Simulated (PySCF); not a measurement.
trifluoromethane (CHF3), singlet, at a GFN2-xTB geometry; PySCF with CCSD(T)/STO-3G.

Input for PySCF:
```python
from pyscf import gto, scf, cc

mol = gto.M(
    atom='''
C     0.001846    0.001479    0.337026
H     0.007891    0.006322    1.440843
F     0.027274    1.242683   -0.133867
F     1.061987   -0.646440   -0.131245
F    -1.091368   -0.597932   -0.119665
''',
    basis='sto-3g',
    charge=0,
    spin=0,
    verbose=4,
)

mf = scf.RHF(mol)
mf.kernel()

mycc = cc.CCSD(mf, frozen=4)
mycc.kernel()
et = mycc.ccsd_t()
print('E(CCSD(T)) = %.10f' % (mycc.e_tot + et))
```

Problem. Predict the main parts of the log of this PySCF run.

Solution. 
```
PySCF version 2.14.0

[INPUT] verbose = 4
[INPUT] num. atoms = 5
[INPUT] num. electrons = 34
[INPUT] charge = 0
[INPUT] spin (= nelec alpha-beta = 2S) = 0
[INPUT] symmetry False subgroup None
[INPUT] Mole.unit = angstrom
[INPUT] Symbol           X                Y                Z      unit          X                Y                Z       unit  Magmom
[INPUT]  1 C      0.001846000000   0.001479000000   0.337026000000 AA    0.003488434426   0.002794904938   0.636886836858 Bohr   0.0
[INPUT]  2 H      0.007891000000   0.006322000000   1.440843000000 AA    0.014911828849   0.011946848560   2.722798658497 Bohr   0.0
[INPUT]  3 F      0.027274000000   1.242683000000  -0.133867000000 AA    0.051540390321   2.348330529653  -0.252971967117 Bohr   0.0
[INPUT]  4 F      1.061987000000  -0.646440000000  -0.131245000000 AA    2.006864577848  -1.221594555964  -0.248017105219 Bohr   0.0
[INPUT]  5 F     -1.091368000000  -0.597932000000  -0.119665000000 AA   -2.062386621114  -1.129927721113  -0.226134076696 Bohr   0.0

nuclear repulsion = 134.277046162334
number of shells = 13
number of NR pGTOs = 63
number of NR cGTOs = 21
basis = sto-3g
ecp = {}

******** <class 'pyscf.scf.hf.RHF'> ********
method = RHF
initial guess = minao
damping factor = 0
level_shift factor = 0
DIIS = <class 'pyscf.scf.diis.CDIIS'>
diis_start_cycle = 1
diis_space = 8
diis_damp = 0
SCF conv_tol = 1e-09
SCF conv_tol_grad = None
SCF max_cycles = 50
direct_scf = True
direct_scf_tol = 1e-13
Set gradient conv threshold to 3.16228e-05
Initial guess from minao.
init E= -332.597759019676
  HOMO = -0.435232847445757  LUMO = 0.429591804938581  gap/eV = 23.53308
cycle= 1 E= -331.913494938364  delta_E= 0.684  |g|= 0.698  |ddm|= 2.72
  HOMO = -0.421467421485042  LUMO = 0.497453453347032  gap/eV = 25.00511
cycle= 2 E= -332.081614959388  delta_E= -0.168  |g|= 0.177  |ddm|= 1.11
  HOMO = -0.428886147078639  LUMO = 0.600267066921074  gap/eV = 28.00469
cycle= 3 E= -332.091653714468  delta_E= -0.01  |g|= 0.0388  |ddm|= 0.218
  HOMO = -0.432772183603613  LUMO = 0.604874080807763  gap/eV = 28.23579
cycle= 4 E= -332.09272384808  delta_E= -0.00107  |g|= 0.00374  |ddm|= 0.113
  HOMO = -0.432095167849529  LUMO = 0.604664227214029  gap/eV = 28.21166
cycle= 5 E= -332.092731942918  delta_E= -8.09e-06  |g|= 0.000552  |ddm|= 0.00862
  HOMO = -0.432171561974621  LUMO = 0.604901969237684  gap/eV = 28.22021
cycle= 6 E= -332.092732107609  delta_E= -1.65e-07  |g|= 8.98e-05  |ddm|= 0.0013
  HOMO = -0.432153815765629  LUMO = 0.604871123812975  gap/eV = 28.21889
cycle= 7 E= -332.092732113275  delta_E= -5.67e-09  |g|= 1.98e-05  |ddm|= 0.000234
  HOMO = -0.432152724912566  LUMO = 0.60487696253289  gap/eV = 28.21902
cycle= 8 E= -332.09273211358  delta_E= -3.06e-10  |g|= 2.29e-06  |ddm|= 6.5e-05
  HOMO = -0.432152275541779  LUMO = 0.604876554848662  gap/eV = 28.21899
Extra cycle  E= -332.092732113584  delta_E= -3.52e-12  |g|= 8.21e-07  |ddm|= 4.3e-06
converged SCF energy = -332.092732113584

******** <class 'pyscf.cc.ccsd.CCSD'> ********
CC2 = 0
CCSD nocc = 13, nmo = 17
frozen orbitals 4
max_cycle = 50
direct = 0
conv_tol = 1e-07
conv_tol_normt = 1e-05
diis_space = 6
diis_start_cycle = 0
diis_start_energy_diff = 1e+09
Init t2, MP2 energy = -332.186970701819  E_corr(MP2) -0.0942385882352038
Init E_corr(CCSD) = -0.094238588235486
cycle = 1  E_corr(CCSD) = -0.109951128069085  dE = -0.0157125398  norm(t1,t2) = 0.0447344
cycle = 2  E_corr(CCSD) = -0.116673069106193  dE = -0.00672194104  norm(t1,t2) = 0.0141146
cycle = 3  E_corr(CCSD) = -0.118857806069542  dE = -0.00218473696  norm(t1,t2) = 0.00559671
cycle = 4  E_corr(CCSD) = -0.119484669226643  dE = -0.000626863157  norm(t1,t2) = 0.00142441
cycle = 5  E_corr(CCSD) = -0.11945536783417  dE = 2.93013925e-05  norm(t1,t2) = 0.000339752
cycle = 6  E_corr(CCSD) = -0.119458501617352  dE = -3.13378318e-06  norm(t1,t2) = 7.63062e-05
cycle = 7  E_corr(CCSD) = -0.119459749596296  dE = -1.24797894e-06  norm(t1,t2) = 2.07067e-05
cycle = 8  E_corr(CCSD) = -0.119459326759405  dE = 4.22836891e-07  norm(t1,t2) = 5.34762e-06
cycle = 9  E_corr(CCSD) = -0.119459116358724  dE = 2.10400681e-07  norm(t1,t2) = 1.98989e-06
cycle = 10  E_corr(CCSD) = -0.119459125164101  dE = -8.80537676e-09  norm(t1,t2) = 3.76359e-07
CCSD converged
E(CCSD) = -332.2121912387481  E_corr = -0.1194591251641011
CCSD(T) correction = -0.00373295558288043
E(CCSD(T)) = -332.2159241943
```
